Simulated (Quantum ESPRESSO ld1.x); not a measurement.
Zn4+, configuration [Ar] 3d7.5 4p0.5 (fractional occupations, a model configuration). Calculated with ld1.x of Quantum ESPRESSO 7.5: scalar-relativistic Kohn-Sham, LDA (Slater exchange, VWN5 correlation), spin-polarised, spherical densities, point nucleus; open shells are filled with parallel spins first. Some entries of the table are withheld. Estimate them.

orbital  occ.  eigenvalue (eV)  <r> (bohr)  <1/r> (bohr^-1)
1s up       1         -9580.97     0.05038            30.18
1s down     1         -9580.90     0.05038            30.18
2s up       1         -1232.20      0.2267            6.570
2s down     1         -1230.18      0.2265            6.577
2p up       3         -1079.13      0.1986            6.454
2p down     3         -1077.56      0.1984            6.459
3s up       1         -201.394      0.6697            2.127
3s down     1         -198.017      0.6714            2.120
3p up       3              (1)      0.6921            1.990
3p down     3              (2)      0.6946            1.982
3d up       5         -80.4752      0.7533            1.698
3d down   2.5         -77.1661      0.7614            1.685
4p up     0.5         -41.9990       2.032           0.6503
4p down     0         -40.3420       2.062           0.6410

Answer. 
(1) 3p up eigenvalue (eV): -155.453
(2) 3p down eigenvalue (eV): -152.132
